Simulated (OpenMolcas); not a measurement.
## Ar6+: effect of the basis set

| Property | Result |
| --- | --- |
| Program | OpenMolcas |
| Method | CASSCF |
| Active space | 2 electrons in 4 orbitals (3s 3p) |
| State averaging | 2S+1 = 3 even, 3 roots; 2S+1 = 1 even, 7 roots (6 in the spin-orbit step); 2S+1 = 3 odd, 3 roots; 2S+1 = 1 odd, 3 roots |
| Spin-orbit coupling | state interaction with AMFI integrals over the reference wave functions, term energies averaged over their components |

A. ANO-RCC-VDZP [4s3p1d], DKH2, point nucleus; cost roughly 7 core-seconds
B. ANO-RCC-VTZP [5s4p2d1f], DKH2, point nucleus; cost of the order of 11 core-seconds
C. ANO-R2 [5s4p3d1f], X2C, finite nucleus; cost roughly 15 core-seconds
D. ANO-RCC-VQZP [6s5p3d2f1g], DKH2, point nucleus; cost roughly 12 core-seconds
E. ANO-R3 [6s5p4d2f1g], X2C, finite nucleus; cost about 13 core-seconds

Energies in cm-1 above 3s2 1S0, the measured ground level; measured values from Saloman, J. Phys. Chem. Ref. Data 39, 033101 (2010).

```tsv
Level	A	B	C	D	E	Measured
3s2 1S0	0.0	0.0	0.0	0.0	0.0	0.0
3s 3p 3P* 0	114286	112959	114171	112895	112962	113101
3s 3p 3P* 1	114971	113724	114941	113638	113709	113906
3s 3p 3P* 2	116381	115300	116532	115169	115249	115590
3s 3p 1P* 1	187434	186980	186757	187044	186937	170722
```

Deviations, from unrounded energies. A percentage is the sum of absolute deviations over the sum of measured energies, with the sign that they share, or ± where signs differ.

| Against measurement | Levels | A | B | C | D | E |
| --- | --- | --- | --- | --- | --- | --- |
| mean absolute deviation (cm-1) | 4 | 4900 | 4200 | 4800 | 4300 | 4200 |
| other configurations (%) | 4 | +3.8 | ±3.3 | +3.7 | ±3.4 | ±3.3 |

B, D, E lie about equally close to measurement and A furthest from it. The largest miss of B in the table is 3s 3p 1P* 1, by +16000 cm-1. The ranking rests on the paired levels alone, and a cruder setting can come out closer through cancelling errors.

Among A to E the level of the table that moves most is 3s 3p 3P* 0, by 1400 cm-1 (lowest in D, highest in A).

The basis is small and was not contracted for so high a charge (holds for A). Measured partners are found by configuration, term and J. A level has none where our copy of the source lacks it or the pairing is in doubt (some pairs that miss far off the trend of their configuration count as doubtful), and it then counts in no deviation. Only configurations of the active space appear. Levels that lie high or do not pair safely by name in every column are left out.

* marks odd parity.
